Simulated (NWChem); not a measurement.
System: C₃HF₂NS; SMILES Fc1csc(F)n1

Excerpt of the output:

```
             Northwest Computational Chemistry Package (NWChem) 7.3.0
             --------------------------------------------------------

                             Geometry "geometry" -> ""
                             -------------------------

 Output coordinates in angstroms (scale by  1.889725989 to convert to a.u.)

  No.       Tag          Charge          X              Y              Z
 ---- ---------------- ---------- -------------- -------------- --------------
    1 F                    9.0000     0.54920300     2.50357000     0.00000000
    2 C                    6.0000     0.16699200     1.23073200     0.00000000
    3 C                    6.0000    -1.14870800     0.82266300     0.00000000
    4 S                   16.0000    -1.19134000    -0.92043900     0.00000000
    5 C                    6.0000     0.56121900    -0.89490300     0.00000000
    6 F                    9.0000     1.22295700    -2.03919300     0.00000000
    7 N                    7.0000     1.13310600     0.26792700     0.00000000
    8 H                    1.0000    -2.05834700     1.43213800     0.00000000

 Effective nuclear repulsion energy (a.u.)     352.7519976094

                              NWChem Property Module
                              ----------------------

                                 NWChem DFT Module
                                 -----------------

 Summary of "ao basis" -> "ao basis" (spherical)
 ------------------------------------------------------------------------------
       Tag                 Description            Shells   Functions and Types
 ---------------- ------------------------------  ------  ---------------------
 F                          def2-svp                 6       14   3s2p1d
 C                          def2-svp                 6       14   3s2p1d
 S                          def2-svp                 8       18   4s3p1d
 N                          def2-svp                 6       14   3s2p1d
 H                          def2-svp                 3        5   2s1p

            General Information
            -------------------
          SCF calculation type: DFT
          Wavefunction type:  closed shell.
          No. of atoms     :     8
          No. of electrons :    60
           Alpha electrons :    30
            Beta electrons :    30
          Charge           :     0
          Spin multiplicity:     1
          Use of symmetry is: off; symmetry adaption is: off
          Maximum number of iterations: 150
          AO basis - number of functions:   107
                     number of shells:    47
          Convergence on energy requested:  1.00D-06
          Convergence on density requested:  1.00D-05
          Convergence on gradient requested:  5.00D-04

              XC Information
              --------------
                         B3LYP Method XC Potential
                     Hartree-Fock (Exact) Exchange  0.200
                        Slater Exchange Functional  0.800 local
                    Becke 1988 Exchange Functional  0.720 non-local
              Lee-Yang-Parr Correlation Functional  0.810
                  VWN I RPA Correlation Functional  0.190 local

             Grid Information
             ----------------
          Grid used for XC integration:  medium
          Radial quadrature: Mura-Knowles
          Angular quadrature: Lebedev.
          Tag              B.-S. Rad. Rad. Pts. Rad. Cut. Ang. Pts.
          ---              ---------- --------- --------- ---------
          F                   0.50       49          12.0       434
          C                   0.70       49          10.0       434
          S                   1.00       88           8.0       590
          N                   0.65       49          10.0       434
          H                   0.35       45          10.0       434
          Grid pruning is: on
          Number of quadrature shells:   427
          Spatial weights used:  Erf1

      Superposition of Atomic Density Guess
      -------------------------------------

 Sum of atomic energies:        -763.55023338

      Non-variational initial energy
      ------------------------------

 Total energy =    -766.837951
 1-e energy   =   -1755.759284
 2-e energy   =     636.169335
 HOMO         =      -0.209144
 LUMO         =       0.047163

   convergence    iter        energy       DeltaE   RMS-Dens  Diis-err
 ---------------- ----- ----------------- --------- --------- ---------
 d= 0,ls=0.0,diis     1   -766.9517621023 -1.12D+03  1.71D-02  1.48D+00
 d= 0,ls=0.0,diis     2   -766.7949939614  1.57D-01  1.05D-02  3.20D+00
 d= 0,ls=0.0,diis     3   -767.1174949951 -3.23D-01  3.04D-03  8.23D-02
 d= 0,ls=0.0,diis     4   -767.1230903409 -5.60D-03  1.45D-03  3.72D-02
 d= 0,ls=0.0,diis     5   -767.1276707475 -4.58D-03  3.27D-04  2.68D-03
  Resetting Diis
 d= 0,ls=0.0,diis     6   -767.1279084673 -2.38D-04  7.68D-05  7.49D-05
 d= 0,ls=0.0,diis     7   -767.1279154682 -7.00D-06  6.82D-05  1.25D-05
 d= 0,ls=0.0,diis     8   -767.1279125875  2.88D-06  4.33D-05  3.58D-05
 d= 0,ls=0.0,diis     9   -767.1279170179 -4.43D-06  4.62D-06  4.63D-07
 d= 0,ls=0.0,diis    10   -767.1279170698 -5.18D-08  1.20D-06  1.66D-08

         Total DFT energy =     -767.127917069770
      One electron energy =    -1757.041471648505
           Coulomb energy =      707.299267399132
    Exchange-Corr. energy =      -70.137710429762
 Nuclear repulsion energy =      352.751997609365

 Numeric. integr. density =       60.000004004593

                       DFT Final Molecular Orbital Analysis
                       ------------------------------------

 Vector   28  Occ=2.000000D+00  E=-3.235509D-01
              MO Center=  8.1D-01,  8.6D-02, -2.6D-09, r^2= 2.4D+00
   Bfn.  Coefficient  Atom+Function         Bfn.  Coefficient  Atom+Function
  ----- ------------  ---------------      ----- ------------  ---------------
    92      0.497701  7 N  px                95     -0.323373  7 N  px
    53     -0.263483  4 S  px                91     -0.215021  7 N  s
    90     -0.196728  7 N  s                 50     -0.195639  4 S  px
    65      0.139929  5 C  py                31     -0.127240  3 C  s
    47     -0.107091  4 S  px                18      0.103740  2 C  px

 Vector   29  Occ=2.000000D+00  E=-3.161270D-01
              MO Center= -3.1D-01, -2.4D-01,  2.9D-09, r^2= 2.9D+00
   Bfn.  Coefficient  Atom+Function         Bfn.  Coefficient  Atom+Function
  ----- ------------  ---------------      ----- ------------  ---------------
    55      0.443897  4 S  pz                94      0.363781  7 N  pz
    52      0.341356  4 S  pz                97     -0.261642  7 N  pz
    34      0.192473  3 C  pz                49      0.190183  4 S  pz
    37      0.145852  3 C  pz                66     -0.124813  5 C  pz
    20     -0.087118  2 C  pz                 6     -0.084954  1 F  pz

 Vector   30  Occ=2.000000D+00  E=-2.578827D-01
              MO Center= -3.2D-01,  3.5D-01,  5.3D-10, r^2= 3.0D+00
   Bfn.  Coefficient  Atom+Function         Bfn.  Coefficient  Atom+Function
  ----- ------------  ---------------      ----- ------------  ---------------
    34      0.371055  3 C  pz                20      0.329600  2 C  pz
    37      0.296795  3 C  pz                66     -0.285494  5 C  pz
    55     -0.270771  4 S  pz                 6      0.214832  1 F  pz
    69     -0.184497  5 C  pz                52     -0.183258  4 S  pz
    80     -0.179391  6 F  pz                 9     -0.166097  1 F  pz

 Vector   31  Occ=0.000000D+00  E=-4.552657D-02
              MO Center= -1.3D-01, -2.5D-01,  1.1D-09, r^2= 3.1D+00
   Bfn.  Coefficient  Atom+Function         Bfn.  Coefficient  Atom+Function
  ----- ------------  ---------------      ----- ------------  ---------------
    66     -0.481767  5 C  pz                55      0.455081  4 S  pz
    69     -0.443117  5 C  pz                37     -0.395559  3 C  pz
    34     -0.311471  3 C  pz                97      0.246649  7 N  pz
    23      0.231264  2 C  pz                20      0.224803  2 C  pz
    94     -0.223248  7 N  pz                52      0.221930  4 S  pz

 Vector   32  Occ=0.000000D+00  E=-3.608563D-03
              MO Center= -9.8D-01, -6.1D-01,  1.7D-10, r^2= 2.7D+00
   Bfn.  Coefficient  Atom+Function         Bfn.  Coefficient  Atom+Function
  ----- ------------  ---------------      ----- ------------  ---------------
    63     -0.797342  5 C  s                 31      0.746727  3 C  s
    53      0.729832  4 S  px                54     -0.694432  4 S  py
    36     -0.383236  3 C  py                67      0.380598  5 C  px
    17     -0.314045  2 C  s                 64      0.285339  5 C  px
    33     -0.276459  3 C  py                62     -0.275006  5 C  s

[...]

 DFT Linear Response polarizability / au
 Frequency  =       0.0773000 / au
 Wavelength =     589.4353558 / nm
              X              Y              Z
 -----------------------------------------------
 X      57.9365678     -0.0193763      0.0000000
 Y      -0.0193853     60.0847493     -0.0000000
 Z       0.0000000     -0.0000000     25.6386339
 -----------------------------------------------
 Eigenvalues =      57.9363930     60.0849240     25.6386339
 Isotropic   =      47.8866503
 Anisotropic =      33.4238563
 -----------------------------------------------

 Magnetic Dipole Response Matrix (nonzero elements):

 Exiting AOResponse driver routine
```

Level: B3LYP/def2-SVP. Coordinates come from a PBE-D3(BJ)/def2-SVP optimisation.

Task: Reconstruct the input file.

Result: One answer among several that fit: the input that was run:
```
start job
memory heap 200 mb stack 900 mb global 1100 mb
geometry units angstroms noautosym nocenter noautoz
  F      0.549203     2.503570     0.000000
  C      0.166992     1.230732     0.000000
  C     -1.148708     0.822663     0.000000
  S     -1.191340    -0.920439     0.000000
  C      0.561219    -0.894903     0.000000
  F      1.222957    -2.039193     0.000000
  N      1.133106     0.267927     0.000000
  H     -2.058347     1.432138     0.000000
end
basis spherical
  F library def2-svp
  C library def2-svp
  S library def2-svp
  N library def2-svp
  H library def2-svp
end
dft
  xc b3lyp
  iterations 150
end
property
  response 1 0.0773
end
task dft property
```
